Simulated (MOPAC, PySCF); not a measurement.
H₂OSi₄, SMILES `[si]12[si]([SiH2]1)[si]2=O`, neutral singlet in the gas phase. 

Cartesian coordinates (Å):
```xyz
7

O      3.6344    -0.0841     0.0254
Si     2.1087    -0.0512     0.0149
Si     0.2832    -0.2152     1.3117
Si     0.3087     0.0813    -1.3205
Si    -1.5591     0.0631    -0.0078
H     -2.4455    -1.1164    -0.1496
H     -2.3304     1.3226     0.1259
```
Charge 0, spin multiplicity 1.

All levels are single points at this geometry (r2SCAN-D4/def2-TZVP); Pople sets use spherical d functions. Orbital energies aren't observables, and empty levels follow the basis.

PM3 in MOPAC gives HOMO (eV) = -7.59.

Problem. Estimate the HOMO (eV) from each of these levels: PBE-D3(BJ)/def2-TZVP in PySCF; r2SCAN-D4/def2-TZVP in PySCF; B3LYP/3-21G in PySCF; B3LYP/6-311+G** in PySCF; B3LYP/6-31G* in PySCF; M06-2X/6-31G* in PySCF; PBE/6-31G* in PySCF; SVWN5/6-31G* in PySCF; HF/3-21G in PySCF; HF/STO-3G in PySCF; PM6 in MOPAC; PM7 in MOPAC.

Solution. 
```tsv
level	HOMO (eV)
PBE-D3(BJ)/def2-TZVP in PySCF	-6.10
r2SCAN-D4/def2-TZVP in PySCF	-6.32
B3LYP/3-21G in PySCF	-6.58
B3LYP/6-311+G** in PySCF	-6.73
B3LYP/6-31G* in PySCF	-6.60
M06-2X/6-31G* in PySCF	-7.68
PBE/6-31G* in PySCF	-6.04
SVWN5/6-31G* in PySCF	-6.15
HF/3-21G in PySCF	-8.32
HF/STO-3G in PySCF	-2.82
PM6 in MOPAC	-7.37
PM7 in MOPAC	-9.67
```
